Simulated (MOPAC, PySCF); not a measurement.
Dimer: aminoborane (SMILES BN) (first 6 atoms) with HF (SMILES F); geometry from B3LYP-D3(BJ)/def2-TZVP, rigid monomers moved along the line of their centres of mass till N2···H8 is 3.44 Å.
(charge 0, multiplicity 1):
```xyz
8

B      0.906    -0.126     0.061
N     -0.143     0.579     0.665
H      0.663    -0.824    -0.871
H      1.999    -0.026     0.521
H      0.012     1.277     1.378
H     -1.065     0.633     0.257
F     -1.653    -2.187     3.703
H     -1.314    -1.609     3.045
```

Interaction energies are E(AB) − E(A) − E(B) at the monomers' geometry in the complex; basis-set methods are counterpoise corrected. Rows marked so take none.

Rows in 3-21G, 6-31G* carry no dispersion term and start afresh at each structure (6-31G* with six Cartesian d functions). The state reached by PM3 isn't checked.

Run with MOPAC for PM3 (differences of heats of formation); PySCF for 3-21G rows, 6-31G* rows. Values without a source in brackets are computed.

**Question.** One of these levels gives 0.40 kcal/mol for the interaction energy. Which one is it?
(A) B3LYP/3-21G (no counterpoise)
(B) HF/6-31G* (no counterpoise)
(C) PM3

**Answer.** C, PM3. The others give -1.33 (HF/6-31G* (no counterpoise)), -0.89 (B3LYP/3-21G (no counterpoise))
